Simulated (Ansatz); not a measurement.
Ansatz (a first-principles code) input:

Ansatz 0.2 input:
```yaml
crystal:
  periodic: [false, false, false]
  atoms:
    - {symbol: Ag, position_ang: [-0.00000000, -0.00000000, -0.32361266]}
    - {symbol: F, position_ang: [0.00000000, 0.00000000, 1.68997722]}
basis:
  gaussian:
    orbitals: def2-TZVPD
hamiltonian:
  xc: {name: PBE0}
magnetization: {spin_polarized: true, initial_magnetization: 2}
output: {forces: true}
```

Q: Predict the final energy.

A: -246.66367 Eh (PBE0/def2-TZVPD). The basis has 80 functions.

The spin state was set by rule; other spins were not relaxed.
